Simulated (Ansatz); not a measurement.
Clusters of 6 atoms, halide: PBE0-D4/def2-SVP single points in Ansatz on relaxed structures, gas phase. Each cluster is the lowest isomer that a short search found in that spin, judged at the geometry's level, and lower ones may exist. Core potentials for Au, Cs, Rb, Sn, no spin–orbit coupling. HOMO and LUMO are taken over both spins. The structures are stationary points that may keep the symmetry of their start. Remarks come from the PBE and PBE0 runs and from stability tests at other levels; not every state was tested. HOMO above LUMO (over both spins in singlets and doublets, within one spin in higher multiplets; at PBE or PBE0), or a gap under 0.15 eV within one spin, warns that the state may not be the lowest or that an electron is smeared out.

```csv
species,atoms,state,geometry,HOMO (eV),LUMO (eV),gap (eV),point group (within 0.1 Å)
Na3F3,6,singlet,PBE0-D4/def2-SVP,-7.74,-0.45,7.29,D3h
H3Au3⁺,6,doublet,PBE0-D4/def2-TZVP,-11.85,-9.29,2.56,–
K3H3,6,singlet,PBE-D4/def2-TZVP,-4.55,-0.23,4.32,D3h
Ca2F4,6,singlet,PBE-D4/def2-SVP,-8.99,-1.67,7.33,D2h
Cu3H3⁺,6,doublet,r2SCAN-D4/def2-SVP,-12.56,-9.94,2.62,Cs
Sn2Br4,6,singlet,PBE0-D4/def2-SVP,-7.43,-2.39,5.04,Cs
```

Task: Estimate the rows for Rb3Br3⁺ (doublet, PBE-D4/def2-SVP geometry); Cs3F3⁺ (doublet, PBE0-D4/def2-SVP geometry); Cs3F3 (singlet, r2SCAN-D4/def2-SVP geometry).

Result: 
```json
{"species": "Rb3Br3⁺", "atoms": "6", "state": "doublet", "geometry": "PBE-D4/def2-SVP", "HOMO (eV)": "-8.63", "LUMO (eV)": "-7.35", "gap (eV)": "1.28", "point group (within 0.1 Å)": "–", "remarks": "near-degenerate levels, gap within one spin near zero"}
{"species": "Cs3F3⁺", "atoms": "6", "state": "doublet", "geometry": "PBE0-D4/def2-SVP", "HOMO (eV)": "-9.73", "LUMO (eV)": "-6.44", "gap (eV)": "3.29", "point group (within 0.1 Å)": "C2", "remarks": "–"}
{"species": "Cs3F3", "atoms": "6", "state": "singlet", "geometry": "r2SCAN-D4/def2-SVP", "HOMO (eV)": "-6.28", "LUMO (eV)": "-0.39", "gap (eV)": "5.89", "point group (within 0.1 Å)": "D3h", "remarks": "–"}
```

The gap (eV) runs from 1.28 (Rb3Br3⁺) to 7.33 (Ca2F4).
